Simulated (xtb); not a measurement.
Ti(Cl)3(NH2) (Cl₃H₂NTi), SMILES [NH2][Ti]([Cl])([Cl])[Cl], multiplicity 1. All values are semi-empirical tight-binding results from xtb (GFN2-xTB unless named), good for trends rather than for accurate numbers. Geometry optimised at GFN2-xTB. The multiplicity is an assumed one; other spin states were not compared. The isomer is the one that the SMILES or the coordinates give; other isomers of the formula were not compared. The values are those of a single conformer.

A frequency run showed that this geometry is not a minimum.

For metal compounds this method's bond lengths and energies can be far off.

Computed properties:
The orbital gap is 2.58 eV.
